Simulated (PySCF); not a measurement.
## Cu: ionisation energy

Cu [Ar] 3d10 4s1 (2S) → Cu⁺ [Ar] 3d10 (1S), as a difference of total energies. All numbers are calculated (PySCF 2.14, no relativity, point nucleus, in pcseg-2 (6s4p3d2f1g, 56 functions)). Correlated levels: valence: [Ar] frozen. The calculations carry no spin-orbit coupling.

| method | ionisation energy (eV) |
| --- | --- |
| UHF | 6.410 |
| BP86 | 8.242 |
| M06-2X | 7.519 |
| MP2 (valence) | 7.303 |
| SCS-MP2 (valence) | 7.159 |

Question: How much does correlation contribute at MP2 (valence)?

Answer: 7.303 − (6.410) = 0.893 eV, measured against UHF.

These non-relativistic numbers lack the scalar-relativistic shift.

Errors of the correlated levels include the incompleteness of this basis and the frozen core.

For comparison: 7.726 eV (measured; NIST Atomic Spectra Database, ionization energies).
